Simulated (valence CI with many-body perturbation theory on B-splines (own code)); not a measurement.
## Missing levels of Pr10+

Computed by relativistic CI+MBPT: three valence electrons over a frozen Dirac-Fock core [Kr] 4d10, a basis of 8 s, 8 p, 9 d, 9 f, 6 g, 3 h, 2 i functions for each j, with the one-electron correlation potential Σ1, the two-electron term Σ2, the three-electron term Σ3, Breit, model QED; selected CI, second order for the rest, scaled by the run's own slope (own B-spline code, finite nucleus).

No measured levels were compared; by estimate levels hold to about 250 cm⁻¹ or 0.2 % of their energy and the worst to 1 %, as in measured heavy ions of charge 2 to 7; those with d or f electrons hold less well. Core correlation moves these levels by up to 41000 cm⁻¹, and in measured spectra 5 to 20 % of such shifts remained as error; rates that hang on mixing are uncertain with them.

| Level | E (cm⁻¹) |
| --- | --- |
| 5s2 5p 2P°_1/2 | 0.0 |
| 4f 5s2 2F°_5/2 | ? |
| 4f 5s2 2F°_7/2 | 7374 |
| 5s2 5p 2P°_3/2 | 39128 |
| 4f 5s 5p 4G_5/2 | ? |
| 4f 5s 5p 4F_7/2 | ? |
| 4f 5s 5p 4F_3/2 | 148940 |
| 5s 5p2 4P_1/2 | ? |
| 4f 5s 5p 2F_7/2 [a] | 151160 |
| 4f 5s 5p 4F_5/2 [a] | 151340 |
| 4f 5s 5p 4F_9/2 [a] | 153370 |
| 4f 5s 5p 2F_5/2 [a] | 158950 |
| 4f 5s 5p 2G_7/2 [a] | ? |
| 4f2 5s 4H_7/2 | 170400 |
| 4f2 5s 4H_9/2 | 171680 |
| 4f2 5s 4H_11/2 | 173380 |
| 5s 5p2 4P_3/2 | 173540 |
| 4f2 5s 4H_13/2 | 175350 |
| 4f2 5s 4F_3/2 | 177310 |
| 4f2 5s 4F_5/2 | ? |

Names give the largest LS component (configuration and term), which can be under half, so a name can repeat, a term be missing and a line seem to break the LS rules; names also repeat where a configuration has a term twice. Letters in brackets count levels of one name in rising energy.

(1) The levels stand in rising order. What does the calculation give for the missing energies?

## Answers

(1) 4f 5s2 2F°_5/2 4022; 4f 5s 5p 4G_5/2 142560; 4f 5s 5p 4F_7/2 146430; 5s 5p2 4P_1/2 150600; 4f 5s 5p 2G_7/2 [a] 162390; 4f2 5s 4F_5/2 177850.
